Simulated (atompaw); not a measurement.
# antimony (Sb): one change to a PAW (atompaw) potential, before and after

atompaw 4.2.0.5 input, output lines left out:

```
Sb 51
GGA-PBE scalarrelativistic loggrid 1500 logderivrange -3 5 201
5 5 4 0 0 0
5 1 2.5
0 0 0
c
c
c
c
v
c
c
c
v
c
c
2
2.25 2.25 2.20 1.55
y
-0.8
n
y
3.15
n
y
-0.15
n
custom rrkj gramschmidtortho sinc
3 0 troulliermartins
2.25
2.25
2.05
2.05
2.25
```

Change: reference 5s2 5p3; added wave 5d channel at 2.95 Ry: rc 2.25 bohr.

Cutoffs: the cutoffs (Ry, on a coarse ladder) from which the occupation-weighted sum of valence levels, in a spherical-Bessel basis at the reference potential, stays within 10 and 1 mRy of its value at 400 Ry; they do not see the model core or the augmentation charge, which bear on the density cutoff.

Problem. What does the change do?

Solution. The potential gets harder (6 Ry and 12 Ry → 6 Ry and 15 Ry); the bound ghosts move from s to d, s; the range in which the d phases agree widens (upper end 0.3 → at the end of the scan).

```csv
quantity,base,changed
"cutoff, loose",6 Ry,6 Ry
"cutoff, tight",12 Ry,15 Ry
bound ghosts,s,"s, d"
s: phases at 2.27 bohr within 0.05 rad from the reference energy up to (Ry; the scan ends near 5),4.9,to the end of the scan
p: phases at 2.27 bohr within 0.05 rad from the reference energy up to (Ry; the scan ends near 5),3.8,3.9
d: phases at 2.27 bohr within 0.05 rad from the reference energy up to (Ry; the scan ends near 5),0.3,to the end of the scan
lowest overlap eigenvalue by channel,"s 0.27, p 0.54, d 1.00","s 0.28, p 0.54, d 0.80"
```

 A true bound ghost makes a file unfit for plane-wave use even where its test errors are small: the radial tests pick states by their node count and pass the ghost by. The cutoffs see the waves, projectors and local potential, not the compensation charge or the core.
